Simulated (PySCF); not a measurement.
# Pb⁺ (lead, charge +1): PBEsol calculation

Configuration: [Xe] 4f14 5d10 6s2 6p1, 2P determinant. Computed with PySCF 2.14 in aug-cc-pwCVQZ-PP with ECP60MDF, with a scalar-relativistic core potential.

```json
{"Total energy": "-192.3999 hartree", "One-electron energy": "-329.6302 hartree", "Hartree (Coulomb) energy": "152.8284 hartree", "Exchange-correlation energy": "-15.5981 hartree", "⟨S²⟩": "0.7511", "⟨L²⟩": "2.005", "Sum of ⟨r⟩": "28.50 bohr", "Sum of ⟨r²⟩": "49.86 bohr²", "Traceless quadrupole moment −½Σ⟨3z² − r²⟩ along its main axis": "-3.99 e·bohr²", "Time after the integrals": "5.9 s of wall time on 1 thread of Neoverse-V1 (shared host)"}
```

```json
{"shell": "5s α", "electrons": "1", "mean orbital energy (eV)": "-152.43", "spread (eV)": "0", "rms radius, mean of both spins (bohr)": "0.916"}
{"shell": "5s β", "electrons": "1", "mean orbital energy (eV)": "-152.38", "spread (eV)": "0", "rms radius, mean of both spins (bohr)": "0.916"}
{"shell": "5p α", "electrons": "3", "mean orbital energy (eV)": "-94.492", "spread (eV)": "0.320", "rms radius, mean of both spins (bohr)": "1.05"}
{"shell": "5p β", "electrons": "3", "mean orbital energy (eV)": "-94.453", "spread (eV)": "0.408", "rms radius, mean of both spins (bohr)": "1.05"}
{"shell": "5d α", "electrons": "5", "mean orbital energy (eV)": "-28.831", "spread (eV)": "0.384", "rms radius, mean of both spins (bohr)": "1.41"}
{"shell": "5d β", "electrons": "5", "mean orbital energy (eV)": "-28.711", "spread (eV)": "0.541", "rms radius, mean of both spins (bohr)": "1.41"}
{"shell": "6s α", "electrons": "1", "mean orbital energy (eV)": "-19.499", "spread (eV)": "0", "rms radius, mean of both spins (bohr)": "2.38"}
{"shell": "6s β", "electrons": "1", "mean orbital energy (eV)": "-18.904", "spread (eV)": "0", "rms radius, mean of both spins (bohr)": "2.38"}
{"shell": "6p α", "electrons": "1", "mean orbital energy (eV)": "-10.243", "spread (eV)": "0", "rms radius, mean of both spins (bohr)": "3.20"}
```

Energies and moments cover only the electrons outside the core potential. Spin-orbit coupling, absent here, splits the open shell strongly.
